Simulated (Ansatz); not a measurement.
**Relative stability**

The two ends of one reaction step of Si2H8OF2, closed shell (PBE0-D4/def2-TZVP).

A:

```
atom    x (Å)    y (Å)    z (Å)
 Si1  -0.2136   0.3318   0.6266
  H2  -0.1363  -1.1520   0.3858
  O3  -1.0704   0.9630  -0.6092
 Si4  -1.1186   1.3273  -2.2043
  H5   1.1612   0.8791   0.6363
  H6  -0.9469   0.5707   1.8830
  H7   1.6748  -1.5560   2.5196
  F8   1.3607  -0.7886   2.9473
  H9   1.0139  -2.2169   0.6987
 F10   1.6874  -2.6692   1.1669
 H11   0.0661   2.1435  -2.5762
 H12  -2.3605   2.0911  -2.4677
 H13  -1.1178   0.0761  -3.0067
```

B:

Si1  (-0.277, 0.816, 1.520)
H2  (-1.119, -2.528, 0.469)
O3  (-0.559, 0.871, -0.055)
Si4  (-0.282, 0.843, -1.678)
H5  (0.045, 2.153, 2.058)
H6  (-1.388, 0.150, 2.225)
H7  (1.762, -0.986, 0.440)
F8  (1.038, -0.091, 1.782)
H9  (-0.472, -2.456, 0.103)
F10  (1.910, -1.323, -0.414)
H11  (1.108, 1.272, -1.957)
H12  (-1.235, 1.798, -2.295)
H13  (-0.530, -0.520, -2.196)
(Å)

Program: Ansatz 0.2.0. Basis: def2-TZVPP. Cores are frozen in the correlated methods. B3LYP uses VWN-RPA correlation.

Question: Which structure is lower at CCSD(T), and by how much? (To be estimated.)

Answer: The calculation gives: B, by 29.71 kcal/mol (electronic energy, against the other). By their contacts, A is a complex of Si₂H₆O ([SiH3][O][SiH3]) + HF + HF and B is a complex of Si₂H₅OF ([F][SiH2][O][SiH3]) + HF + H₂.

All methods give the same order:

```json
{"method": "SPW92", "E(B) − E(A) (kcal/mol)": "-24.31"}
{"method": "PBE-D4", "E(B) − E(A) (kcal/mol)": "-26.85"}
{"method": "BLYP-D4", "E(B) − E(A) (kcal/mol)": "-29.79"}
{"method": "r2SCAN-D4", "E(B) − E(A) (kcal/mol)": "-30.30"}
{"method": "B97M-V", "E(B) − E(A) (kcal/mol)": "-29.81"}
{"method": "PBE0-D4", "E(B) − E(A) (kcal/mol)": "-27.66"}
{"method": "B3LYP-D4", "E(B) − E(A) (kcal/mol)": "-30.19"}
{"method": "r2SCAN0-D4", "E(B) − E(A) (kcal/mol)": "-30.19"}
{"method": "BHLYP-D4", "E(B) − E(A) (kcal/mol)": "-31.37"}
{"method": "CAM-B3LYP-D4", "E(B) − E(A) (kcal/mol)": "-30.54"}
{"method": "wB97X-V", "E(B) − E(A) (kcal/mol)": "-30.09"}
{"method": "wB97M-V", "E(B) − E(A) (kcal/mol)": "-30.20"}
{"method": "B2PLYP", "E(B) − E(A) (kcal/mol)": "-30.06"}
{"method": "PBE-QIDH", "E(B) − E(A) (kcal/mol)": "-28.90"}
{"method": "RPA on PBE", "E(B) − E(A) (kcal/mol)": "-29.77"}
{"method": "HF", "E(B) − E(A) (kcal/mol)": "-32.70"}
{"method": "MP2", "E(B) − E(A) (kcal/mol)": "-30.69"}
{"method": "CCSD", "E(B) − E(A) (kcal/mol)": "-29.92"}
{"method": "CCSD(T)", "E(B) − E(A) (kcal/mol)": "-29.71"}
```

No T1 diagnostic of these runs exceeds 0.011.

Labels in which every atom is bracketed show which atoms are joined, not bond orders.

For scale, one of the runs: CCSD(T)/def2-TZVPP, 289 basis functions, launched by `ansatz run in.yaml --threads 8 --pin off --events-out ev --progress --plain --max-ram 19148MiB`. Time: 2.9 min of wall clock on 8 CPU threads of an Arm Neoverse V2; the host was shared. Peak host memory: 9 GiB.
